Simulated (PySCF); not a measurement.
BiBrH6Si2, SMILES [SiH3][Bi]([SiH3])[Br].

The structure is a stationary point at B3LYP-D3(BJ)/def2-SVP. The def2 effective core potentials stand for the cores of Bi; spin–orbit coupling is left out.

Level of theory: B3LYP/def2-TZVP (PySCF).

```json
{
 "total_energy": "-3371.60377 hartree",
 "point_group": "Cs",
 "highest_occupied_level": "-6.95 eV",
 "lowest_empty_level": "-2.55 eV",
 "orbital_gap": "4.39 eV",
 "dipole_moment": "3.14 D",
 "quadrupole, principal values (traceless, Buckingham form, about the centre of nuclear charge)": "-4.04, 1.23, 2.82 D·Å",
 "mean_static_polarisability": "133.1 bohr³ (19.72 Å³)",
 "polarisability_principal_values": "116.0, 139.1, 144.1 bohr³"
}
```
